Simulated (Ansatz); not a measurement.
ZrS₃⁻ (the lowest doublet isomer of a short search) was relaxed with PBE0-D4 (def2-SVPD) in Ansatz in these states: charge -1 doublet, charge -1 quartet. The geometries follow in no particular order.

In the def2 sets Zr takes a core potential; there is no spin–orbit coupling.

A:

```tsv
atom	x (Å)	y (Å)	z (Å)
Zr1	-0.102	-0.006	-0.053
S2	-2.365	-0.188	-1.211
S3	1.039	-1.567	1.255
S4	1.428	1.761	0.010
```

B:

```xyz
4

Zr   -0.043   -0.140    0.260
S     1.252    1.652    0.987
S     1.042   -1.825   -0.924
S    -2.251    0.312   -0.323
```

Q: Judge from the bond lengths which geometry belongs to which state (an estimate).

A: A is the charge -1 quartet (Zr1–S2 2.548 Å, Zr1–S4 2.338 Å, Zr1–S3 2.335 Å); B is the charge -1 doublet (Zr1–S2 2.327 Å, Zr1–S4 2.327 Å, Zr1–S3 2.327 Å).
